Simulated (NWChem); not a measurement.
# C$_{2}$H$_{5}$ClOSi; SMILES C[Si@H](Cl)C=O

```xyz
10

C      1.9047     0.3099    -0.3199
Si     0.2401    -0.0261     0.4419
Cl    -0.5198    -1.8676    -0.1476
C     -0.9920     1.3436    -0.1318
O     -0.6218     2.4925    -0.1270
H      1.8762     0.1471    -1.4076
H      2.1650     1.3639    -0.1328
H      2.6853    -0.3331     0.1122
H      0.2840    -0.0029     1.9325
H     -2.0376     1.0799    -0.4548
```
Atoms are numbered in this order, from 1.

All runs: NWChem. Geometry: optimised at PBE0/def2-SVP. Level M06-L/def2-SVP: energy and gradient on several grids; changes count from the extra-fine grid, which is no exact limit either.

| grid | size of the energy change (μHa) | largest change of a gradient component (μHa/bohr) | time, medium = 1 (rough) |
|---|---|---|---|
| xcoarse | 4000 | 6000 | about 1 |
| coarse | 800 | 1000 | about 1 |
| medium | < 10 | 200 | about 1 |
| fine | 10 | 80 | about 1 |
| xfine | < 10 | < 30 | 3 |
